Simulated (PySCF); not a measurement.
## Dipole response of Ar(2+) (argon, charge +2)

[Ne] 3s2 3p4, high-spin 3P determinant. Calculation: PySCF 2.14, in dyall-acv3z (19s12p6d4f, 113 functions); no relativity, point nucleus. Coupled (time-dependent) response in atomic units; α is the mean over directions.

```csv
method,mean α (bohr³),"α xx, yy, zz",C₆ (like pair),S(−4)
UHF,4.798,"4.862, 4.672, 4.862",16.81,5.667
PBE,4.835,"4.863, 4.779, 4.863",16.97,5.726
PBE0,4.802,"4.840, 4.726, 4.840",16.82,5.636
M06-2X,4.863,"4.938, 4.713, 4.938",16.76,6.212
```

S(−4) is the Cauchy moment in α(ω) = α(0) + S(−4) ω² + …

α(iu) at M06-2X:

```
u (hartree)  α(iu) (bohr³)
          0          4.863
     0.0500          4.848
      0.100          4.802
      0.200          4.630
      0.300          4.375
      0.500          3.737
      0.750          2.934
       1.00          2.274
       1.50          1.411
       2.00         0.9408
       3.00         0.5041
       5.00         0.2239
```

A single London oscillator, α(iu) = α/(1 + u²/ω²), gives C₆ = (3/4) ω α². Matching the computed C₆ needs ω = 4 × 16.76 / (3 × 4.863²) = 0.945 hartree.

For an ion, C₆ is the dispersion term alone; charge-induced terms of lower order in 1/R come first.

The components differ because the open shell of this determinant is not spherical; for a pure term their mean is the scalar polarisability.
